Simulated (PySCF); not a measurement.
Species: C4H11ClSi2.
Z-matrix (Å and degrees, PBE0-D3(BJ)/def2-SVP geometry), rows numbered from 1:
```
C 
C   1  1.3363
C   2  1.4922  1  125.31
Si  3  1.9034  2  113.34  1   114.63
Si  4  2.3454  3  111.26  2   -55.02
C   5  1.9012  4  110.26  3    57.91
Cl  6  1.7922  5  109.93  4    48.03
H   1  1.0953  2  121.46  3     1.84
H   1  1.0930  2  121.26  3  -178.64
H   2  1.0971  1  118.42  3   177.93
H   3  1.1027  2  110.92  1    -7.08
H   3  1.1047  2  110.82  1  -125.90
H   4  1.4951  3  110.12  2    66.38
H   4  1.4985  3  108.81  2  -175.48
H   5  1.5001  4  111.15  3   -61.54
H   5  1.4958  4  110.41  3   178.48
H   6  1.0989  5  110.62  4   -70.41
H   6  1.0994  5  112.13  4   167.84
```

Computed, not measured: core-valence-separated Tamm–Dancoff BHandHLYP/aug-pcX-1 (pcseg-1 on H, def2-SVPD on Si, def2-SVPD on Cl) in PySCF, non-relativistic, gas phase, PBE0-D3(BJ)/def2-SVP geometry. Absolute energies from this functional tend to lie a few eV below measured edges; no shift was applied.

Problem. What does the C 1s absorption edge look like?

Solution. 
```json
{"E (eV)": "282.64", "f": "0.0543", "core hole on": "C1", "main final orbital": "LUMO+2 (47 %)", "polarisation": "normal to the local trigonal plane"}
{"E (eV)": "282.76", "f": "0.0656", "core hole on": "C2", "main final orbital": "LUMO+2 (48 %)", "polarisation": "normal to the local trigonal plane"}
{"E (eV)": "284.42", "f": "0.0616", "core hole on": "C6", "main final orbital": "spread", "polarisation": "–"}
{"E (eV)": "285.33", "f": "0.0071", "core hole on": "C3", "main final orbital": "LUMO+1 (73 %)", "polarisation": "–"}
{"E (eV)": "285.43", "f": "0.0030", "core hole on": "C3", "main final orbital": "LUMO+2 (72 %)", "polarisation": "–"}
{"E (eV)": "285.57", "f": "0.0091", "core hole on": "C1", "main final orbital": "LUMO (30 %)", "polarisation": "in the local trigonal plane"}
{"E (eV)": "285.98", "f": "0.0315", "core hole on": "C3", "main final orbital": "spread", "polarisation": "–"}
{"E (eV)": "286.03", "f": "0.0235", "core hole on": "C1", "main final orbital": "spread", "polarisation": "in the local trigonal plane"}
{"E (eV)": "286.05", "f": "0.0310", "core hole on": "C3", "main final orbital": "LUMO+7 (34 %)", "polarisation": "–"}
{"E (eV)": "286.20", "f": "0.0191", "core hole on": "C2", "main final orbital": "LUMO+1 (33 %)", "polarisation": "in the local trigonal plane"}
{"E (eV)": "286.61", "f": "0.0081", "core hole on": "C6", "main final orbital": "LUMO (57 %)", "polarisation": "–"}
{"E (eV)": "286.62", "f": "0.0015", "core hole on": "C1", "main final orbital": "LUMO+1 (50 %)", "polarisation": "mixed"}
{"E (eV)": "286.69", "f": "0.0034", "core hole on": "C1", "main final orbital": "LUMO (44 %)", "polarisation": "mixed"}
{"E (eV)": "286.72", "f": "0.0060", "core hole on": "C3", "main final orbital": "LUMO (52 %)", "polarisation": "–"}
{"E (eV)": "286.81", "f": "0.0032", "core hole on": "C2", "main final orbital": "LUMO (51 %)", "polarisation": "in the local trigonal plane"}
{"E (eV)": "286.96", "f": "0.0003", "core hole on": "C3", "main final orbital": "LUMO+6 (58 %)", "polarisation": "–"}
{"E (eV)": "287.09", "f": "0.0019", "core hole on": "C2", "main final orbital": "LUMO+3 (32 %)", "polarisation": "in the local trigonal plane"}
{"E (eV)": "287.15", "f": "0.0050", "core hole on": "C1", "main final orbital": "spread", "polarisation": "mixed"}
{"E (eV)": "287.17", "f": "0.0278", "core hole on": "C6", "main final orbital": "spread", "polarisation": "–"}
```

The first line with a tenth or more of the strongest one's intensity is at 282.64 eV (f = 0.054), with the hole on C1 (terminal =CH2 carbon), polarised normal to the local trigonal plane: a 1s→π* resonance. The strongest listed is at 282.76 eV (f = 0.066; C2, 1s→π*).

Roots within 0.03 eV whose holes lie on the same, on equivalent or on shared atoms are summed into one line, and the highest roots are left out, as the search may have cut off their partners. Final orbitals are the ground state's empty Kohn–Sham orbitals. A dash: too weak, shared between unlike atoms, or no plane or axis to refer to.

Problem. What length of transition dipole belongs to the line at 286.05 eV?

Solution. From f = (2/3) ΔE |μ|² in atomic units, with ΔE = 10.512 Eh and f = 0.0310: |μ| = 0.067 au = 0.17 D.

The ionisation thresholds weren't computed; near and above them a finite basis only mimics Rydberg series and continuum.

One conformer stands for the species.
